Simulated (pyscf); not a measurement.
F–SiH•–SiH₃ -> F–SiH₂–SiH₂•, a hydrogen shift (doublet surface; H–Si broken, H–Si formed). Single points on ωB97X-D3(BJ)/def2-SVP structures (PySCF, gas phase). Correlated levels are frozen-core, on RHF or UHF. ΔMP2 is the change of the MP2 total energy from the triple- to the quadruple-zeta basis. Energies in eV from the reactant's lowest minimum found.

Small-basis levels: PySCF, no dispersion term, spherical d functions. Open shells are spin-unrestricted. 

Task: In single points HF/6-31G* puts the saddle at 1.94 eV and the reaction energy at -0.17 eV. Should these be trusted to within a few kcal/mol? Compare with CCSD(T)/def2-TZVPP + ΔMP2(QZVPP).

Result: CCSD(T)/def2-TZVPP + ΔMP2(QZVPP) gives ΔE‡ = 1.40 eV and ΔE = -0.11 eV. HF/6-31G* lies 0.54 eV over it in the barrier and 0.07 eV under it in the reaction energy, so on this step it does not hold to within 0.13 eV. CCSD(T)/def2-TZVPP + ΔMP2(QZVPP) has limits of its own. One saddle was located; it need not be the lowest between these sides. The CCSD(T) − MP2 part came from Ansatz, without density fitting, on the same reference. A UHF reference is spin-contaminated (<S²> up to 0.87), which harms MP2 most.
